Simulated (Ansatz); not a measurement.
Mulliken charges of BF2HO, SMILES `OB(F)F` from r2SCAN/def2-TZVPP in Ansatz (PBE0-D4/def2-TZVP geometry).

```
atom   x (Å)   y (Å)   z (Å)  charge (e)
  O1   0.021   0.983   0.184      -0.294
  B2   0.113  -0.358   0.129       0.604
  F3   0.692  -1.009   1.117      -0.261
  F4  -0.362  -1.059  -0.893      -0.270
  H5  -0.415   1.368  -0.579       0.222
```

By hand: the dipole of these point charges (1 e Å = 4.8032 D).

Σ q r = (-0.113, 0.348, -0.155) e Å, of length 0.397 e Å = 1.91 D.

How does the dipole of the full density compare? (Best estimate.)

Computed: (-0.163, 0.266, -0.265) e Å, 1.97 D; the point charges give 0.97 times that, at 21° from its direction.

Point charges leave out the atoms' own dipoles, such as those of lone pairs, and Mulliken's split depends on the basis, so the two needn't agree.
